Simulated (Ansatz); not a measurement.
CH8GeO3Si, SMILES `CO[SiH](O)[GeH2][OH]` at its PBE0-D4/def2-TZVP geometry, where that method's forces vanish. Charge 0, multiplicity 1.

```xyz
14

C     2.1392    0.2082   -0.0892
O     1.0904    0.9427    0.5120
Si   -0.4194    1.0338   -0.1136
O    -1.2700    2.1681    0.7052
Ge   -1.6014   -1.0118    0.2074
O    -0.4039   -2.2255   -0.3705
H     1.9198   -0.8632   -0.0921
H     3.0473    0.3859    0.4883
H     2.3114    0.5347   -1.1211
H    -0.2997    1.3715   -1.5639
H    -0.9329    3.0659    0.7104
H    -2.8944   -1.1619   -0.6283
H    -1.9507   -1.3242    1.6799
H    -0.7357   -3.1243   -0.3245
```

(1) What forces (eV/Å) does B3LYP-D4/def2-TZVPP give on these atoms in Ansatz 0.2.0? (Estimate.)

Results:

(1) The calculation gave: 
```
C1   0.332 -0.199 -0.115
O2  -0.136  0.116  0.122
Si3 -0.031 -0.002 -0.198
O4  -0.059  0.100  0.047
Ge5 -0.212  0.181  0.102
O6   0.158 -0.176 -0.076
H7   0.023  0.063 -0.002
H8  -0.043 -0.018 -0.040
H9  -0.002 -0.020  0.052
H10 -0.010 -0.022  0.084
H11 -0.028  0.053  0.035
H12 -0.019 -0.009 -0.007
H13 -0.009 -0.009  0.016
H14  0.038 -0.058 -0.021
```

B3LYP here is the variant with VWN-RPA as its local correlation; programs differ in this.
